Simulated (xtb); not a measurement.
BiBr$_{3}$, charge -1, doublet, at a GFN2-xTB geometry (such geometries of metal compounds can be far from the true shape) (a state made from the parent by changing its charge; the spin is typed, not shown lowest); GFN0-xTB run with xtb 6.7.1.

Input for xtb:
```
$ xtb mol.xyz --gfn 0 --chrg -1 --uhf 1 --hess --json

# file mol.xyz
4

Bi    -0.00000000    -0.00000000    -0.00000000
Br    -2.13828311    -1.82340179     0.00492913
Br    -0.50997611     2.76350571    -0.00579500
Br     2.64825922    -0.94010392     0.00086588
```

### Question
What does xtb print? Leave out banner, timings and long lists.

### Answer

```
   ID    Z sym.   atoms
    1   83 Bi     1
    2   35 Br     2-4

           -------------------------------------------------
          |                Calculation Setup                |
           -------------------------------------------------

           -------------------------------------------------
          |                 G F N 0 - x T B                 |
           -------------------------------------------------

          ...................................................
          :                      SETUP                      :
          :.................................................:
          :  # basis functions                  34          :
          :  # atomic orbitals                  31          :
          :  # shells                           11          :
          :  # electrons                        27          :
          :  electronic temp.          300.0000000     K    :
          :  accuracy                    1.0000000          :
          :  -> integral cutoff          0.2500000E+02      :
          :  -> integral neglect         0.1000000E-07      :
          ...................................................

         :::::::::::::::::::::::::::::::::::::::::::::::::::::
         ::                     SUMMARY                     ::
         :::::::::::::::::::::::::::::::::::::::::::::::::::::
         :: total energy             -15.059963091336 Eh    ::
         :: gradient norm              0.005402030115 Eh/a0 ::
         :: HOMO-LUMO gap              2.855343145205 eV    ::
         ::.................................................::
         :: H0 energy                -13.803008209773 Eh    ::
         :: repulsion energy           0.000516610816 Eh    ::
         :: electrostat energy        -1.256085886313 Eh    ::
         :: -> Gsolv                   0.000000000000 Eh    ::
         ::    -> Gsasa                0.000000000000 Eh    ::
         ::    -> Gshift               0.000000000000 Eh    ::
         :: dispersion energy         -0.001385606066 Eh    ::
         :: short-range corr.          0.000000000000 Eh    ::
         :: add. restraining           0.000000000000 Eh    ::
         :: total charge              -1.000000000000 e     ::
         :::::::::::::::::::::::::::::::::::::::::::::::::::::

           -------------------------------------------------
          |                Numerical Hessian                |
[...]
       6    134.53    -0.85876 ( 98.13%)    -0.76332 (  1.87%)    -0.85697
   ------------------------------------------------------------------------

   temp. (K)  partition function   enthalpy   heat capacity  entropy
                                   cal/mol     cal/K/mol   cal/K/mol   J/K/mol
 298.15  VIB  0.117E+05             2987.861      9.115     22.985
         ROT  0.524E+06              888.752      2.981     29.153
         INT  0.612E+10             3876.613     12.096     52.138
         TR   0.920E+28             1481.254      4.968     44.173
         TOT                        5357.8672    17.0639    96.3103   402.9624

       T/K    H(0)-H(T)+PV         H(T)/Eh          T*S/Eh         G(T)/Eh
   ------------------------------------------------------------------------
    298.15    0.853830E-02    0.952436E-02    0.457601E-01   -0.362358E-01
   ------------------------------------------------------------------------

         :::::::::::::::::::::::::::::::::::::::::::::::::::::
         ::                  THERMODYNAMIC                  ::
         :::::::::::::::::::::::::::::::::::::::::::::::::::::
         :: total free energy         -15.096198870777 Eh   ::
         ::.................................................::
         :: total energy              -15.059963091337 Eh   ::
         :: zero point energy           0.000986059991 Eh   ::
         :: G(RRHO) w/o ZPVE           -0.037221839431 Eh   ::
         :: G(RRHO) contrib.           -0.036235779440 Eh   ::
         :::::::::::::::::::::::::::::::::::::::::::::::::::::
imag cut-off (cm-1) :    5.00
 found            2  significant imaginary frequencies
 writing imag mode distorted coords to xtbhess.xyz
 for further optimization.

           -------------------------------------------------
          | TOTAL ENERGY              -15.059963091337 Eh   |
          | TOTAL ENTHALPY            -15.050438726511 Eh   |
          | TOTAL FREE ENERGY         -15.096198870777 Eh   |
          | GRADIENT NORM               0.005402030115 Eh/α |
          | HOMO-LUMO GAP               2.855343145205 eV   |
           -------------------------------------------------
########################################################################
[WARNING] Runtime exception occurred
-1- hessian_numhess: Hessian on incompletely optimized geometry!
########################################################################

normal termination of xtb
```
